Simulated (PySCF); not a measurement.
Molecule: CH₄BO, charge 0, multiplicity 2. It need not be the lowest isomer of its formula. SMILES: CO[BH]
Geometry from a B3LYP-D3(BJ)/def2-TZVP (Ansatz) optimisation:
```
C
H 1 1.0889
H 1 1.0889 2 109.47
H 1 1.0910 2 110.13 3 121.23
O 1 1.4399 2 108.16 3 -117.64
B 5 1.3201 1 124.81 2 -120.76
H 6 1.2036 5 125.03 1 0.00
```
Charge 0, spin multiplicity 2.

Dispersion corrections to the total energy (kcal/mol) from the dftd3 and dftd4 libraries through PySCF: D3(BJ) without and D4 with the three-body term, each with the damping fitted for the functional named.

```
functional  D3(BJ)     D4
----------  ------  -----
BLYP         -4.31      …
PBE          -2.05  -1.87
TPSSh        -2.28  -2.30
B2PLYP           …  -1.30
HF               …  -7.75
r2SCAN       -0.53  -0.44
BP86         -3.04  -2.39
```

Task: Fill in the missing entries.

Result: 
- BLYP, D4: -4.33
- B2PLYP, D3(BJ): -1.54
- HF, D3(BJ): -18.50
